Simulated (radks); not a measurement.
The magnesium ion Mg2+ inside a hard spherical wall (all orbitals vanish at R), configuration held at [Ne] and not refilled when levels cross. Method: scalar-relativistic Kohn-Sham, PBE, spin-polarised, spherical densities, point nucleus; computed with a radial shooting solver on a logarithmic mesh with Libxc functionals. Eigenvalues in eV for spin up, with the zero of energy where the potential of the charges vanishes at infinity; a dash marks a level that is unbound or too diffuse for the functional's potential to be trusted. A positive occupied level is held by the wall or, in an anion where self-interaction has pushed it up, behind a barrier. The pressure on the wall is -dE/dV.

R (bohr)  E (hartree)  kinetic (hartree)    e(1s)    e(2s)    e(2p)  e(3s, empty)  e(3p, empty)  pressure (GPa)
free       -199.43515            199.692  -1280.2  -99.968  -66.705             -             -               0
20         -199.43515            199.692  -1280.2  -99.968  -66.705             -             -        < 0.0001
15         -199.43515            199.692  -1280.2  -99.968  -66.705             -             -        < 0.0001
10         -199.43515            199.692  -1280.2  -99.968  -66.705             -             -        < 0.0001
8          -199.43515            199.692  -1280.2  -99.968  -66.705             -             -        < 0.0001
6          -199.43515            199.692  -1280.2  -99.968  -66.705       -18.210       -12.551        < 0.0001
4          -199.43504            199.693  -1280.2  -99.963  -66.699       -16.114        -9.022          0.0636
3.5        -199.43435            199.702  -1280.2  -99.936  -66.669       -13.599        -5.653           0.605
3          -199.42942            199.753  -1279.9  -99.789  -66.502        -8.034         1.050            5.82
1.5        -197.55015            208.896  -1252.5  -80.663  -45.359        138.05        138.07            7710
